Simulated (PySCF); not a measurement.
trans-PdH(PF3)2Cl (singlet state).
Structure used (PBE0-D3(BJ)/def2-SVP), in Å, numbered top down from 1:
```
atom  x, y, z in Å
Pd1    0.072   -0.018    0.021
H2     1.603   -0.137    0.226
P3     0.231    2.201    0.134
F4     1.620    2.901    0.385
F5    -0.613    2.927    1.240
F6    -0.224    3.002   -1.135
Cl7   -2.250    0.207   -0.283
P8    -0.039   -2.236   -0.106
F9    -0.961   -2.960    0.939
F10    1.253   -3.122    0.050
F11   -0.594   -2.851   -1.440
```

Method used: PBE0-D3(BJ)/def2-SVP geometry optimisation, gas phase, def2 core potentials past Kr in PySCF.

(1) Which atoms are bound to Pd1, and at what distances?

(2) List the angles at Pd1.

(3) What is the shape at Pd1?

(4) What are the other bond lengths?

(5) Give some angles away from the centre.

(6) What are the rotational constants (commonest isotopes, rigid rotor)?

Answers

(1) 4 atoms: H2 1.550 Å, P8 2.225 Å, P3 2.227 Å, Cl7 2.352 Å. The nearest atom not counted as bound is F6, at 3.25 Å (others tie with it).

(2) 
| angle | degrees | distance of the outer atoms (Å) |
| --- | --- | --- |
| H2–Pd1–Cl7 | 178.9 | 3.90 |
| P3–Pd1–P8 | 178.7 | 4.45 |
| Cl7–Pd1–P8 | 92.2 | 3.30 |
| H2–Pd1–P3 | 89.9 | 2.71 |
| P3–Pd1–Cl7 | 89.0 | 3.21 |
| H2–Pd1–P8 | 88.9 | 2.69 |

(3) Square planar: angles from 88.9° to 178.9°; τ4 = (360° − α − β)/141° = 0.02 with α and β the two widest (0 for a square, 1 for a tetrahedron).

(4) P3–F4 and 5 like bonds 1.571 Å. (A selection.)

(5) Pd1–P3–F4 120.9°, Pd1–P3–F5 117.3°, F4–P3–F5 99.0°.

(6) A = 1281, B = 355.1, C = 316.4 MHz: a near-prolate asymmetric top.

Point group: near C2v, missed by 0.13 Å at most; the miss may be what the optimiser left on a soft mode (Cs holds within 0.08 Å). Charge 0, singlet. No PBE0-D3(BJ)/def2-SVP frequencies stand behind this structure, so it isn't proved a minimum.

The run took 3.8 min wall on an Arm Neoverse V2 with one thread, no GPU, shared host, and the process peaked at 0.81 GiB of memory. These figures are those of the optimisation.
